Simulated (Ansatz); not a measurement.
Isolated molecules relaxed with PBE0-D4/def2-TZVP in Ansatz; ΔE leaves out vibrations. CCSD(T)/CBS is the MP2 limit (def2-TZVPP, def2-QZVPP) plus CCSD(T) − MP2 in def2-TZVPP, frozen cores. This one scheme is used for every species. One conformer a species, not always the lowest.

`O[Si](O)(F)N[SiH2]Cl` + `F[Si](F)([SiH3])Cl` → `O[Si](O)(F)[SiH3]` + `F[Si](F)(Cl)N[SiH2]Cl`  (redistribution)

```csv
level,ΔE (eV)
HF/def2-QZVPP,0.11
SCS-MP2/def2-QZVPP,0.10
```

Problem. What does CCSD(T)/CBS give? (An estimate is asked.)

Solution. Computed: +0.10 eV. The listed levels differ from it by 0.01, 0.00 eV.

Largest T1 diagnostic among the species: 0.013.
